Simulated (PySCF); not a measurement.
Bonds: Si1-Si4, Si1-Si16, Si4-Si7, Si7-Si10, Si10-Si13, Si13-Si16. Si1 carries H2, H3; Si4 carries H5, H6; Si7 carries H8, H9; Si10 carries H11, H12; Si13 carries H14, H15; Si16 carries H17, H18.

Geometry: PBE0-D3(BJ)/def2-SVP; GIAO absolute shieldings from PySCF, gas phase, non-relativistic, averaged over equivalent atoms.

At wB97X-D/pcSseg-1 (204 basis functions, 120 s wall time on 1 thread of an Intel Xeon, shared host):
```tsv
atoms	σ (ppm)
Si1/Si4/Si7/Si10/Si13/Si16	463.2
H2/H3/H5/H6/H8/H9/H11/H12/H14/H15/H17/H18	27.81
```

Estimate the result of repeating the calculation with PBE0/pcSseg-1.

Results:


```json
{"atoms": "Si1/Si4/Si7/Si10/Si13/Si16", "σ at PBE0/pcSseg-1": "461.5", "change": "-1.7"}
{"atoms": "H2/H3/H5/H6/H8/H9/H11/H12/H14/H15/H17/H18", "σ at PBE0/pcSseg-1": "27.61", "change": "-0.20"}
```

The largest change is at Si1/Si4/Si7/Si10/Si13/Si16 (silicon bonded to 2 Si, 2 H). Cost: 204 basis functions, 2.1 min wall time on 1 thread of an Intel Xeon, shared host.
